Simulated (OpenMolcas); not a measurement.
## GaCNCl2 (SMILES N#[C][Ga]([Cl])[Cl]): methods side by side

GaCNCl2 has 5 atoms, charge 0, and is taken as a singlet. SMILES: `N#[C][Ga]([Cl])[Cl]`. The coordinates come from a PBE0-D4/def2-TZVP relaxation.

Quantity: the dipole moment, in D. The values are calculated.

```
         level             kind     program  value (D)  CPU time
    HF/cc-pVDZ     Hartree–Fock  OpenMolcas       1.80      16 s
 SVWN5/cc-pVDZ              LDA  OpenMolcas       1.84      29 s
  BLYP/cc-pVDZ              GGA  OpenMolcas       1.80      41 s
 M06-L/cc-pVDZ         meta-GGA  OpenMolcas       1.70      47 s
r2SCAN/cc-pVDZ         meta-GGA  OpenMolcas       1.77      49 s
 BHLYP/cc-pVDZ    global hybrid  OpenMolcas       1.82      38 s
M06-2X/cc-pVDZ  hybrid meta-GGA  OpenMolcas       1.73      43 s
  PBE0/cc-pVDZ    global hybrid  OpenMolcas       1.77      40 s
```

All-electron rows without a relativistic Hamiltonian named are non-relativistic. The values span 1.70 to 1.84 D. Magnitudes only. CPU times are rough (shared hosts, several kinds of processor and program).
